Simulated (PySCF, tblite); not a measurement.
Isomers of C5H9FSSi. Level: GFN2-xTB in tblite, geometry and Hessian alike; calculated harmonic values, unscaled, isolated species. The method is semi-empirical: single wavenumbers can be off by several per cent or more. Modes of hydrogen on silicon can be 10 to 20 % off. One conformer each.

Electronic energies: PBE0/pcSseg-1 single points on the GFN2-xTB geometries (PySCF, gas phase).

```json
{"SMILES": "C=C/C=C(/[SiH2]F)SC", "electronic energy, lowest = 0 (kcal/mol)": "29.1"}
{"SMILES": "C[C@@H]1C[Si@@H](F)CC1=S", "electronic energy, lowest = 0 (kcal/mol)": "0.0"}
{"SMILES": "CCC1=CS[C@@H](F)[SiH2]1", "electronic energy, lowest = 0 (kcal/mol)": "53.4"}
{"SMILES": "CS[SiH2]C1=CC[C@@H]1F", "electronic energy, lowest = 0 (kcal/mol)": "57.3"}
```

How do GFN2-xTB zero-point energies change the relative energies?

```csv
SMILES,ZPE (kcal/mol),of it from modes above 1550 cm⁻¹,electronic (kcal/mol),"with ZPE, lowest = 0 (kcal/mol)",lowest mode (cm⁻¹),rings
C[C@@H]1C[Si@@H](F)CC1=S,80.2,37.7,0.0,0.0,44,1
C=C/C=C(/[SiH2]F)SC,75.9,42.0,29.1,24.8,30,0
CCC1=CS[C@@H](F)[SiH2]1,77.7,38.9,53.4,50.9,38,1
CS[SiH2]C1=CC[C@@H]1F,77.0,39.3,57.3,54.1,5i,1
```

The zero-point energies span 4.3 kcal/mol, from `C=C/C=C(/[SiH2]F)SC` to `C[C@@H]1C[Si@@H](F)CC1=S`. Slightly imaginary modes are left out of the zero-point energy: `CS[SiH2]C1=CC[C@@H]1F` 4.5i cm⁻¹. The order is unchanged.

And how do the electronic energies of GFN2-xTB itself compare?

`C[C@@H]1C[Si@@H](F)CC1=S` 0.0; `C=C/C=C(/[SiH2]F)SC` 26.9; `CCC1=CS[C@@H](F)[SiH2]1` 46.9; `CS[SiH2]C1=CC[C@@H]1F` 50.3 kcal/mol, lowest = 0. Against the energies above, taken from the same isomer `C[C@@H]1C[Si@@H](F)CC1=S`, the largest difference is 7.0 kcal/mol.

What do entropy and thermal enthalpy add at 298.15 K and 1 bar (rigid rotor, harmonic oscillator, one conformer each)?

| SMILES | point group | symmetry number | S (cal/(mol K)) | H − H(0) (kcal/mol) | ZPE + H − H(0) − TS (kcal/mol) |
| --- | --- | --- | --- | --- | --- |
| C[C@@H]1C[Si@@H](F)CC1=S | C1 | 1 | 96.1 | 6.51 | 58.1 |
| C=C/C=C(/[SiH2]F)SC | C1 | 1 | 105.9 | 7.63 | 52.0 |
| CCC1=CS[C@@H](F)[SiH2]1 | C1 | 1 | 98.5 | 6.79 | 55.2 |

Not tabulated: `CS[SiH2]C1=CC[C@@H]1F` (lowest mode only 4i cm⁻¹).
